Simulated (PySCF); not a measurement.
C₃H₈As, doublet, geometry from GFN2-xTB. Base run: HF/STO-3G run with PySCF.

PySCF was given this input:
```python
from pyscf import gto, scf

mol = gto.M(
    atom='''
C    -1.06519029    1.78483099    0.03108030
C    -0.76655125    0.36846721   -0.33389339
C    -1.95211724   -0.52631047   -0.48317032
As    0.91553816   -0.40089944    0.22269269
H    -1.54395907    1.85767815    1.01530513
H    -1.75664549    2.22927244   -0.68771601
H    -0.15135721    2.38131331    0.05400838
H    -2.65585291   -0.11386931   -1.20908699
H    -2.50022148   -0.63413665    0.46085300
H    -1.64900049   -1.52122396   -0.81434270
H     0.99654841   -1.34845491   -0.94467525
H     1.75088179    0.61717613   -0.50730393
''',
    basis='sto-3g',
    spin=1,
    verbose=4,
)

mf = scf.UHF(mol)
mf.kernel()
```

Variants of this job, named by their change:

| change | ΔE vs base (mEh) | fitting functions | dipole (D) |
|---|---|---|---|
| base | 0.000 | - | 0.64 |
| auxbasis = autoaux | -1.294 | 503 | 0.65 |
| auxbasis = even-tempered beta=1.6 | -1.195 | 531 | 0.65 |
| auxbasis = cc-pvdz-jkfit | 743.8 | 565 | 0.66 |
| auxbasis = def2-svp-ri | -1287.2 | 383 | 0.57 |
| auxbasis = def2-tzvp-ri | -2203.4 | 507 | 0.59 |
| only_dfj = on; auxbasis = def2-universal-jfit | -15.764 | 293 | 0.64 |
| auxbasis = default (with mf = mf.density_fit()) | -0.553 | 635 | 0.64 |
| auxbasis = def2-universal-jkfit | -0.553 | 635 | 0.64 |
| auxbasis = cc-pvtz-ri | -2498.3 | 649 | 0.59 |

A fitting set is made for a task (jfit for Coulomb, jkfit for Coulomb and exchange, ri for correlation) and for a family of orbital bases.

Open shells are given as the SCF converged; they aren't shown to be the lowest states, and a large step between rows can be another state.
